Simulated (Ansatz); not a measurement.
Ansatz (a program for electronic structure) input (B2GP-PLYP/def2-TZVPD):

Ansatz 0.2 input:
```yaml
crystal:
  periodic: [false, false, false]
  atoms:
    - {symbol: Bi, position_ang: [0.04526340, -0.03284952, 0.95363610]}
    - {symbol: I, position_ang: [1.09068113, 1.82953112, -0.73803030]}
    - {symbol: I, position_ang: [-1.16156533, -1.77808754, -0.75539981]}
basis:
  gaussian:
    orbitals: def2-TZVPD
hamiltonian:
  xc: {name: B2GP-PLYP}
total_charge: 1
magnetization: {spin_polarized: false}
correlation: {electrons: outside_noble_gas}
```

Output:

```
Functional definition: B2GP-PLYP
integrals: 0.28 GiB planned
1590 factors; integrals over basis functions are off by at most 3.1e-4 eV
mean field: 0.97 GiB planned
mean field evaluation 1: about -22000.2297 eV, gradient 2.6e1 eV
mean field evaluation 2: about -22000.2832 eV, gradient 2.6e1 eV
mean field evaluation 4: about -22002.7458 eV, gradient 4.4e0 eV
mean field evaluation 8: about -22002.7803 eV, gradient 5.7e-1 eV
mean field evaluation 16: about -22002.7821 eV, gradient 6.3e-4 eV
mean field -22002.78212352 eV, -808.5873290181 hartree, gradient 4.8e-6 eV, S^2 0.000000; 0 other end points of the search recorded, 0 dependent functions left out
27 core orbitals not correlated
reference -22002.78222859 eV, -808.5873328793 hartree; 9, 9 occupied and 138, 138 virtual orbitals, 1590 factors
second order -11.69778526 eV of doubles, -0.00000000 eV of singles
Total energy: -22006.99343129 eV, -808.7420917238 hartree
```
